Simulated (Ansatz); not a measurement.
**Ligand exchange: CuBr + SiH2(CH3)(NH2) → CuNH2 + SiH2(CH3)Br**

Species: CuBr (copper(i) bromide), singlet; SiH2(CH3)(NH2), singlet; CuNH2 `[NH2][Cu]`, singlet; SiH2(CH3)Br, singlet. The partners trade Br for NH2: Cu–Br and Si–NH2 bonds give way to Cu–NH2 and Si–Br.

Shapes, held fixed at every level: PBE0-D4/def2-TZVP. Flexible molecules stand in one conformer, not always the lowest. Programs: Ansatz 0.2.0. The zero-point and thermal change to 298 K, harmonic and unscaled (PBE0-D4/def2-TZVP), is -3.3 kJ/mol.

| level | kind | ΔH(298 K) (kJ/mol) |
| --- | --- | --- |
| HF/def2-SVP | Hartree–Fock | +194.9 |
| HF/def2-TZVPP | Hartree–Fock | +186.5 |
| PBE-D4/def2-TZVPP | GGA | +85.4 |
| B3LYP-D4/def2-TZVPP | global hybrid | +110.5 |
| PBE0-D4/def2-TZVPP | global hybrid | +114.5 |
| r2SCAN0-D4/def2-TZVPP | global hybrid | +124.3 |
| wB97M-V/def2-TZVPP | range-separated hybrid | +121.1 |
| wB97X-V/def2-TZVPP | range-separated hybrid | +122.4 |

wB97X-V/def2-TZVPP gives ΔH(298 K) = +122.4 kJ/mol; the levels span +85.4 to +194.9. The median of the levels is +121.8. No measured value is set beside it here. Relativity is left out for Br unless named.
